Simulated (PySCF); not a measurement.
A geometry optimisation, step by step.

Species: C2H9AsSi.
SMILES with atom numbers: `[CH3:1][CH2:2][SiH2:3][AsH2:4]` (hydrogens: H5, H6, H7 on C1; H8, H9 on C2; H10, H11 on Si3; H12, H13 on As4)

Method: PBE0-D3(BJ)/def2-SVP geometry optimisation, gas phase in PySCF; density fitting, grid level 1; the optimiser is geomeTRIC in internal coordinates, started from a GFN2-xTB structure with every atom displaced at random (about 0.01 Å). The frame can shift and turn from step to step; on so coarse a grid that alone can change the energy by a few meV, and forces under 0.02 eV/Å are noise.

Step 0: E = -70915.2608 eV, largest atomic force 1.714 eV/Å
```
atom  x, y, z in Å  |  force x, y, z in eV/Å
C1     -1.446    0.145   -1.116   -1.188   1.224   0.169
C2     -1.022   -0.314    0.250    0.694   0.249  -0.163
Si3     0.829   -0.723    0.273   -0.476  -0.013   0.697
As4     2.030    0.989   -0.815   -0.603   0.240  -0.519
H5     -0.915    1.061   -1.422    0.069  -0.032  -0.070
H6     -2.532    0.419   -1.131    0.487  -0.234  -0.097
H7     -1.280   -0.599   -1.871    0.132  -0.680  -0.735
H8     -1.222    0.469    0.986    0.004   0.210   0.298
H9     -1.599   -1.181    0.556   -0.187  -0.544   0.247
H10     1.049   -1.994   -0.430    0.148  -0.398  -0.396
H11     1.221   -0.970    1.692    0.210   0.091   0.085
H12     3.278    0.682   -0.082    0.791  -0.233   0.404
H13     1.616    1.999    0.241   -0.081   0.121   0.079
```

Step 1: E = -70915.3596 eV, largest atomic force 0.359 eV/Å
```
atom  x, y, z in Å  |  force x, y, z in eV/Å
C1     -1.483    0.053   -1.249    0.150  -0.227  -0.133
C2     -1.018   -0.381    0.138   -0.053  -0.057   0.142
Si3     0.819   -0.809    0.271    0.071   0.034  -0.200
As4     2.057    0.964   -0.729    0.270  -0.040   0.230
H5     -0.980    0.975   -1.577    0.009   0.045  -0.011
H6     -2.564    0.239   -1.271   -0.101   0.049   0.013
H7     -1.272   -0.717   -2.016   -0.009   0.091   0.130
H8     -1.224    0.415    0.875   -0.011  -0.028   0.003
H9     -1.587   -1.266    0.482    0.041   0.084  -0.020
H10     1.113   -2.051   -0.520    0.005   0.049   0.055
H11     1.252   -1.033    1.685   -0.095  -0.029   0.018
H12     3.345    0.609    0.048   -0.298   0.069  -0.188
H13     1.607    1.941    0.361    0.020  -0.040  -0.040
```

Step 2: E = -70915.3683 eV, largest atomic force 0.089 eV/Å
```
atom  x, y, z in Å  |  force x, y, z in eV/Å
C1     -1.479    0.045   -1.247   -0.009  -0.042  -0.038
C2     -1.017   -0.379    0.143   -0.013  -0.002   0.054
Si3     0.821   -0.802    0.260    0.038   0.049  -0.064
As4     2.060    0.975   -0.726   -0.010  -0.006   0.022
H5     -0.976    0.967   -1.581   -0.007   0.004   0.000
H6     -2.564    0.234   -1.271    0.010   0.016  -0.005
H7     -1.265   -0.729   -2.003   -0.003   0.006   0.018
H8     -1.224    0.415    0.880   -0.001  -0.003  -0.006
H9     -1.582   -1.263    0.487    0.010   0.002   0.006
H10     1.118   -2.040   -0.528    0.011   0.001   0.007
H11     1.230   -1.036    1.679   -0.030  -0.022   0.018
H12     3.330    0.611    0.035    0.003  -0.008  -0.015
H13     1.615    1.942    0.369    0.002   0.005   0.003
```

Step 3: E = -70915.3694 eV, largest atomic force 0.043 eV/Å
```
atom  x, y, z in Å  |  force x, y, z in eV/Å
C1     -1.484    0.037   -1.248   -0.016   0.001   0.004
C2     -1.017   -0.378    0.144   -0.003   0.004  -0.006
Si3     0.823   -0.793    0.255    0.009   0.025   0.002
As4     2.062    0.987   -0.721   -0.042   0.010  -0.005
H5     -0.984    0.957   -1.589    0.001  -0.004   0.000
H6     -2.569    0.226   -1.272    0.007   0.003   0.000
H7     -1.270   -0.742   -1.997   -0.002  -0.012  -0.006
H8     -1.225    0.418    0.880    0.000   0.007  -0.009
H9     -1.577   -1.262    0.494    0.007  -0.011   0.012
H10     1.124   -2.029   -0.535    0.010  -0.002  -0.006
H11     1.221   -1.038    1.676   -0.009  -0.012   0.003
H12     3.334    0.610    0.027    0.030  -0.014   0.007
H13     1.626    1.947    0.384    0.007   0.003   0.004
```

Step 4: E = -70915.3704 eV, largest atomic force 0.062 eV/Å
```
atom  x, y, z in Å  |  force x, y, z in eV/Å
C1     -1.494    0.020   -1.250   -0.013   0.029   0.031
C2     -1.017   -0.375    0.145    0.007   0.001  -0.055
Si3     0.826   -0.778    0.248   -0.022  -0.013   0.057
As4     2.062    1.011   -0.711   -0.036   0.021  -0.019
H5     -0.998    0.937   -1.606    0.007  -0.010  -0.001
H6     -2.579    0.208   -1.271    0.003  -0.009   0.005
H7     -1.282   -0.769   -1.988   -0.003  -0.016  -0.019
H8     -1.227    0.426    0.875   -0.002   0.013  -0.009
H9     -1.566   -1.262    0.507    0.003  -0.011   0.015
H10     1.135   -2.007   -0.549    0.007   0.002  -0.015
H11     1.214   -1.039    1.671    0.013   0.004  -0.010
H12     3.342    0.609    0.011    0.025  -0.009   0.010
H13     1.650    1.957    0.415    0.010   0.001   0.007
```

Step 5: E = -70915.3714 eV, largest atomic force 0.098 eV/Å
```
atom  x, y, z in Å  |  force x, y, z in eV/Å
C1     -1.509   -0.006   -1.252   -0.004   0.038   0.037
C2     -1.017   -0.372    0.146    0.016  -0.007  -0.071
Si3     0.830   -0.756    0.243   -0.040  -0.047   0.076
As4     2.057    1.048   -0.695   -0.020   0.028  -0.019
H5     -1.018    0.905   -1.631    0.010  -0.012  -0.002
H6     -2.594    0.181   -1.267   -0.002  -0.015   0.008
H7     -1.302   -0.810   -1.976   -0.004  -0.013  -0.019
H8     -1.231    0.438    0.864   -0.004   0.013  -0.005
H9     -1.551   -1.260    0.526   -0.004  -0.003   0.014
H10     1.150   -1.973   -0.570    0.004   0.006  -0.017
H11     1.213   -1.038    1.663    0.024   0.019  -0.015
H12     3.351    0.611   -0.018    0.012  -0.004   0.005
H13     1.686    1.970    0.465    0.011  -0.004   0.007
```

Step 6: E = -70915.3725 eV, largest atomic force 0.090 eV/Å
```
atom  x, y, z in Å  |  force x, y, z in eV/Å
C1     -1.527   -0.043   -1.254    0.007   0.028   0.021
C2     -1.018   -0.369    0.147    0.019  -0.015  -0.047
Si3     0.835   -0.727    0.238   -0.036  -0.061   0.055
As4     2.043    1.101   -0.674    0.000   0.026  -0.011
H5     -1.042    0.857   -1.664    0.007  -0.008  -0.001
H6     -2.613    0.143   -1.260   -0.006  -0.013   0.007
H7     -1.329   -0.866   -1.957   -0.004  -0.005  -0.009
H8     -1.237    0.456    0.848   -0.004   0.007   0.001
H9     -1.534   -1.256    0.554   -0.012   0.008   0.007
H10     1.170   -1.925   -0.597    0.000   0.009  -0.011
H11     1.223   -1.032    1.652    0.023   0.028  -0.012
H12     3.358    0.620   -0.069   -0.003   0.002  -0.003
H13     1.736    1.982    0.535    0.008  -0.006   0.003
```

Step 7: E = -70915.3732 eV, largest atomic force 0.044 eV/Å
```
atom  x, y, z in Å  |  force x, y, z in eV/Å
C1     -1.538   -0.068   -1.252    0.010   0.008   0.001
C2     -1.018   -0.368    0.150    0.011  -0.014  -0.005
Si3     0.838   -0.711    0.237   -0.014  -0.040   0.012
As4     2.026    1.137   -0.663    0.007   0.014  -0.003
H5     -1.053    0.823   -1.683    0.001  -0.001   0.000
H6     -2.623    0.118   -1.253   -0.005  -0.005   0.003
H7     -1.346   -0.905   -1.943   -0.002   0.001   0.001
H8     -1.240    0.466    0.838    0.000   0.001   0.004
H9     -1.526   -1.252    0.575   -0.013   0.011  -0.001
H10     1.182   -1.895   -0.615   -0.001   0.005  -0.001
H11     1.239   -1.023    1.645    0.011   0.021  -0.003
H12     3.357    0.631   -0.117   -0.009   0.004  -0.007
H13     1.767    1.986    0.579    0.002  -0.004   0.000
```

Step 8: E = -70915.3734 eV, largest atomic force under 0.02 eV/Å
```
atom  x, y, z in Å  |  force x, y, z in eV/Å
C1     -1.539   -0.076   -1.249    0.005  -0.004  -0.010
C2     -1.017   -0.371    0.154    0.001  -0.008   0.018
Si3     0.839   -0.709    0.238    0.006  -0.007  -0.016
As4     2.012    1.149   -0.667    0.004   0.000   0.003
H5     -1.053    0.812   -1.685   -0.004   0.002   0.000
H6     -2.624    0.111   -1.246   -0.002   0.001   0.000
H7     -1.351   -0.916   -1.936    0.000   0.003   0.005
H8     -1.238    0.468    0.837    0.004  -0.002   0.004
H9     -1.527   -1.250    0.585   -0.006   0.006  -0.004
H10     1.185   -1.889   -0.618    0.000   0.000   0.006
H11     1.254   -1.014    1.643    0.000   0.009   0.003
H12     3.352    0.640   -0.145   -0.006   0.002  -0.007
H13     1.773    1.986    0.587   -0.001  -0.001  -0.002
```

**Question.** Summarise the path.

**Answer.** The energy falls by 10.87 kJ/mol from step 0 to step 8; nine tenths of that is first reached at step 2. It falls at every step. The largest force goes from 1.714 to under 0.02 eV/Å. Among the bonds As4–H12 changes most, from 1.479 to 1.526 Å; the atoms move by 0.203 Å rms after alignment.

What follows is the cost of the whole optimisation. On Arm Neoverse V1, one thread, shared host, this took 58 s wall and 0.53 GiB of memory at its peak.
